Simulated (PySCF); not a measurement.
# Be (beryllium, neutral): UHF calculation

Configuration: [He] 2s2, closed-shell 1S. Computed with PySCF 2.14 in x2c-SVPall (3s2p, 9 functions), with scalar relativity by spin-free X2C-1e.

```json
{
  "Total energy": "-14.556202 hartree",
  "One-electron energy": "-19.0294 hartree",
  "Hartree (Coulomb) energy": "7.1334 hartree",
  "Exchange energy": "-2.6602 hartree",
  "⟨S²⟩": "0.0000",
  "⟨L²⟩": "0.000",
  "Sum of ⟨r⟩": "6.201 bohr",
  "Sum of ⟨r²⟩": "17.78 bohr²",
  "Langevin diamagnetic susceptibility": "-14.1 ×10⁻⁶ cm³/mol",
  "Time after the integrals": "0.05 s of wall time on 1 thread of Intel(R) Xeon(R) Platinum 8488C (shared host)"
}
```

```json
{"shell": "1s", "electrons": "2", "mean orbital energy (hartree)": "-4.73601", "rms radius, mean of both spins (bohr)": "0.483"}
{"shell": "2s", "electrons": "2", "mean orbital energy (hartree)": "-0.30548", "rms radius, mean of both spins (bohr)": "2.94"}
```
